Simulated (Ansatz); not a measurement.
Reaction (redistribution): `[K][Br]` + `CN(C)[SiH3]` → `C[N](C)[K]` + `[SiH3]Br`

Gas-phase electronic energies from Ansatz, PBE0-D4/def2-TZVP geometries. CCSD(T)/CBS is the MP2 limit (def2-TZVPP, def2-QZVPP) plus CCSD(T) − MP2 in def2-TZVPP, frozen cores. For Br, K outer-core shells are correlated without core-valence functions, which leaves a few kJ/mol of doubt a bond. Scalar relativity is left out up to krypton.

```csv
species,CCSD(T)/CBS(def2) energy (Eh)
`[K][Br]`,-3172.84244
`CN(C)[SiH3]`,-425.29981
`C[N](C)[K]`,-733.82719
`[SiH3]Br`,-2864.23411
```

Q: Work out ΔE.

A: ΔE = (-733.82719) + (-2864.23411) − (-3172.84244) − (-425.29981) = 0.08095 Eh = +212.5 kJ/mol.

Largest T1 diagnostic among the species: 0.012.

At CCSD(T), def2-SVP lies +6.7 kJ/mol from the extrapolated value and def2-TZVPP +5.9 kJ/mol. Leaving LDA and LC-ωPBE aside and taking each functional with its dispersion term where it has one, the values, not all of them listed here, spread over 40.8 kJ/mol, from revPBE-D4 to BHLYP-D4. LDA lies +7.8 kJ/mol from PBE without D4.
